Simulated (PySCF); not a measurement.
## Excitation energy of In by level of theory

In [Kr] 4d10 5s2 5p1 (2P) → In [Kr] 4d10 5s2 6s1 (2S), as a difference of total energies. All numbers are calculated (PySCF 2.14, the non-relativistic Hamiltonian (point nucleus), in dyall-av2z (22s16p12d, 130 functions)). Correlated levels: valence: [Kr] 4d10 frozen; virtual orbitals above 40 to 60 times the deepest correlated orbital energy dropped. The calculations carry no spin-orbit coupling.

```tsv
method	excitation energy (cm⁻¹)
UHF	23302
LDA	23849
PBE	22884
PBE0	23536
r2SCAN	24858
M06	22848
HSE06	23606
CAM-B3LYP	24866
MP2 (valence)	23174
SCS-MP2 (valence)	23170
```

These non-relativistic numbers lack the scalar-relativistic shift.

For comparison: 22898 cm⁻¹ (measured; NIST levels, between the centres of gravity of the two terms).
